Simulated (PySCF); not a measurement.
Al(H)(OMe)(SH), SMILES C[O][AlH][SH] (CH5AlOS) at its PBE0/def2-SVP optimised geometry (Å):

```
9

Al     0.6544     0.0769     0.0000
H      2.2290     0.0769     0.0000
O     -0.1496    -1.4061     0.0002
C     -1.3954    -2.0150    -0.0005
H     -2.2290    -1.2907     0.0601
H     -1.5377    -2.6111    -0.9193
H     -1.4900    -2.7053     0.8563
S     -0.5116     1.9294     0.0000
H      0.5955     2.7053     0.0096
```

Computed with PBE0/def2-TZVP in PySCF. Cells within 0.4 Å of a nucleus heavier than hydrogen are left out (blank, or x).

Map of the Laplacian of the electron density (e/bohr⁵), clipped to [-1.50, 1.50] on the plane z = 0.0 Å:

```
|555555555555555555555555555|
|555555555555555555555555555|
|555555555555555555555555555|
|555555555555555555555555555|
|555555555555555555555555555|
|555555555555555555555555555|
|555555555554440155555555555|
|555555555539x43455555555555|
|55555555554xx95555555555555|
|555555555549945555555555555|
|555555555554444555555555555|
|555555555555556855555555555|
|555555555555579x94445555555|
|55555555555559xx94305555555|
|555555555555569984445555555|
|555555555555656555555555555|
|555555504556xx6555555555555|
|555555521344xx5555555555555|
|555555553xx4556555555555555|
|555555555xx5655555555555555|
|555555555555555555555555555|
|555555555555555555555555555|
|555555555555555555555555555|
|555555555555555555555555555|
|555555555555555555555555555|
|555555555555555555555555555|
|555555555555555555555555555|
```
Scale: ten equal steps from -1.50 (start of '0') to 1.50 (end of '9'), in the order '0123456789'; x runs from -5.00 to 5.00, y from -5.00 (bottom) to 5.00 (top).
